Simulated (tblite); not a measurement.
Compound: C4H6F2O2Si.
Atom-mapped SMILES: `[O:1]=[CH:2][O:3][C@@:4]1([F:5])[SiH2:6][CH2:7][C@H:8]1[F:9]` (hydrogens: H10 on C2; H11, H12 on Si6; H13, H14 on C7; H15 on C8)

Computed with GFN2-xTB (tblite), gas phase: L-BFGS steps from a force-field or distance-geometry start until the largest atomic force falls under 0.01 eV/Å.

The end geometry, which sets the zero of energy:
```
atom  x, y, z in Å
O1      1.8487   -1.4193   -0.9628
C2      1.8429   -1.5586    0.2312
O3      1.1858   -0.8186    1.0935
C4      0.4885    0.2571    0.5049
F5      1.2388    1.3892    0.7638
Si6    -0.0888    0.1223   -1.3385
C7     -1.5271    0.9782   -0.3568
C8     -0.9492    0.4955    0.9817
F9     -1.5125   -0.7050    1.3410
H10     2.3967   -2.3514    0.7534
H11    -0.5483   -1.1905   -1.7627
H12     0.7342    0.9319   -2.2156
H13    -1.5164    2.0644   -0.3965
H14    -2.5521    0.6465   -0.4989
H15    -1.0457    1.1663    1.8404
```

**Question.** These geometries come from the run, each turned onto the end geometry. Order them by energy, lowest first.
A.
```
atom  x, y, z in Å
O1      1.8535   -1.4835   -0.9297
C2      1.8537   -1.5702    0.2675
O3      1.1909   -0.7964    1.0988
C4      0.4824    0.2477    0.4765
F5      1.2212    1.3995    0.6916
Si6    -0.1285    0.1242   -1.3568
C7     -1.5409    0.9817   -0.3414
C8     -0.9443    0.4826    0.9804
F9     -1.4975   -0.7280    1.3252
H10     2.4081   -2.3359    0.8295
H11    -0.5241   -1.1722   -1.8741
H12     0.7020    0.9704   -2.1954
H13    -1.4905    2.0655   -0.3871
H14    -2.5795    0.6925   -0.4658
H15    -1.0109    1.1299    1.8590
```
B.
```
atom  x, y, z in Å
O1      2.1635   -1.3983   -0.8536
C2      2.0091   -1.5539    0.3194
O3      1.1131   -0.9365    1.0764
C4      0.4264    0.1171    0.4401
F5      1.2199    1.2446    0.6059
Si6    -0.2254    0.1313   -1.3915
C7     -1.5334    1.0794   -0.3311
C8     -0.9802    0.4493    0.9635
F9     -1.6494   -0.7168    1.2368
H10     2.6059   -2.2541    0.9248
H11    -0.7152   -1.1870   -1.7660
H12     0.5632    0.9351   -2.3084
H13    -1.3905    2.1594   -0.3203
H14    -2.5904    0.8747   -0.4871
H15    -1.0212    1.0637    1.8692
```
C.
```
atom  x, y, z in Å
O1      2.5295   -0.7013   -0.6979
C2      2.1281   -1.3107    0.2644
O3      1.0771   -0.9873    0.9961
C4      0.3451    0.0856    0.4735
F5      1.0581    1.2879    0.5508
Si6    -0.4197   -0.1354   -1.2788
C7     -1.3829    1.2051   -0.2917
C8     -1.0857    0.3860    0.9523
F9     -1.7917   -0.8151    0.8575
H10     2.6576   -2.2061    0.6307
H11    -1.1118   -1.4145   -1.3574
H12     0.4697    0.2954   -2.3002
H13    -0.7974    2.1151   -0.2086
H14    -2.4122    1.3728   -0.5495
H15    -1.2683    0.8304    1.9369
```
D.
```
atom  x, y, z in Å
O1      1.8416   -1.4380   -0.9466
C2      1.8489   -1.5564    0.2501
O3      1.2013   -0.7964    1.1035
C4      0.4870    0.2565    0.4974
F5      1.2223    1.4076    0.7163
Si6    -0.0998    0.1122   -1.3424
C7     -1.5236    0.9850   -0.3463
C8     -0.9492    0.4822    0.9833
F9     -1.5024   -0.7323    1.3160
H10     2.4021   -2.3418    0.7862
H11    -0.5540   -1.1870   -1.8123
H12     0.7187    0.9253   -2.2248
H13    -1.4757    2.0714   -0.3739
H14    -2.5599    0.6876   -0.4838
H15    -1.0618    1.1319    1.8554
```
E.
```
atom  x, y, z in Å
O1      2.5404   -0.6867   -0.7127
C2      2.1371   -1.3599    0.2799
O3      0.9933   -0.9595    0.9491
C4      0.3036    0.1777    0.4760
F5      1.0546    1.3217    0.5118
Si6    -0.4298   -0.1422   -1.2084
C7     -1.3272    1.1857   -0.2775
C8     -1.1147    0.3388    0.9726
F9     -1.8053   -0.8457    0.8163
H10     2.6990   -2.2319    0.6143
H11    -1.1246   -1.4164   -1.3467
H12     0.4490    0.2792   -2.2661
H13    -0.7546    2.1295   -0.2020
H14    -2.3739    1.3492   -0.5613
H15    -1.2514    0.8687    1.9328
```

**Answer.** D (0.005 eV), A (0.015 eV), B (0.106 eV), C (0.745 eV), E (1.703 eV).

In the order of the answer:

```json
{"step": "50", "E above end (eV)": "0.005", "largest force (eV/Å)": "0.07", "rms force component (eV/Å)": "0.027", "rms distance from end (Å)": "0.033", "rms bond change (Å)": "0.002", "bond most changed (Å)": "Si6–C7 +0.004"}
{"step": "43", "E above end (eV)": "0.015", "largest force (eV/Å)": "0.13", "rms force component (eV/Å)": "0.038", "rms distance from end (Å)": "0.056", "rms bond change (Å)": "0.002", "bond most changed (Å)": "O3–C4 -0.004"}
{"step": "30", "E above end (eV)": "0.106", "largest force (eV/Å)": "0.38", "rms force component (eV/Å)": "0.091", "rms distance from end (Å)": "0.192", "rms bond change (Å)": "0.006", "bond most changed (Å)": "C2–O3 +0.013"}
{"step": "3", "E above end (eV)": "0.745", "largest force (eV/Å)": "1.26", "rms force component (eV/Å)": "0.369", "rms distance from end (Å)": "0.541", "rms bond change (Å)": "0.014", "bond most changed (Å)": "Si6–H12 -0.029"}
{"step": "0", "E above end (eV)": "1.703", "largest force (eV/Å)": "4.99", "rms force component (eV/Å)": "1.378", "rms distance from end (Å)": "0.556", "rms bond change (Å)": "0.040", "bond most changed (Å)": "Si6–C7 -0.087"}
```

What follows is the cost of the whole relaxation. On one thread, Arm Neoverse N1 (aarch64) (shared host), this took 0.95 s.
